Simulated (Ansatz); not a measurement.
Mulliken charges of C$_{2}$H$_{4}$O$_{2}$Si, SMILES `O=C1C[SiH]1O` from PBE/def2-TZVPP in Ansatz (PBE0-D4/def2-TZVP geometry).

```json
{"atom": "O1", "x (Å)": "0.859", "y (Å)": "-1.781", "z (Å)": "1.257", "charge (e)": "-0.211"}
{"atom": "C2", "x (Å)": "0.541", "y (Å)": "-1.036", "z (Å)": "0.376", "charge (e)": "0.016"}
{"atom": "C3", "x (Å)": "1.123", "y (Å)": "0.229", "z (Å)": "-0.178", "charge (e)": "-0.173"}
{"atom": "Si4", "x (Å)": "-0.741", "y (Å)": "0.027", "z (Å)": "-0.462", "charge (e)": "0.358"}
{"atom": "O5", "x (Å)": "-1.935", "y (Å)": "0.801", "z (Å)": "0.341", "charge (e)": "-0.338"}
{"atom": "H6", "x (Å)": "1.506", "y (Å)": "0.091", "z (Å)": "-1.197", "charge (e)": "0.108"}
{"atom": "H7", "x (Å)": "1.785", "y (Å)": "0.841", "z (Å)": "0.432", "charge (e)": "0.088"}
{"atom": "H8", "x (Å)": "-1.131", "y (Å)": "-0.021", "z (Å)": "-1.885", "charge (e)": "-0.049"}
{"atom": "H9", "x (Å)": "-1.919", "y (Å)": "0.803", "z (Å)": "1.300", "charge (e)": "0.199"}
```

Problem. By hand: the dipole of these point charges (1 e Å = 4.8032 D).

Solution. Σ q r = (0.015, 0.303, -0.249) e Å, of length 0.392 e Å = 1.88 D.

Problem. How does the dipole of the full density compare? (An estimate is asked.)

Solution. The calculation gave: (-0.080, 0.427, -0.147) e Å, 2.20 D; the point charges give 0.85 times that, at 24° from its direction.

Point charges leave out the atoms' own dipoles, such as those of lone pairs, and Mulliken's split depends on the basis, so the two needn't agree.
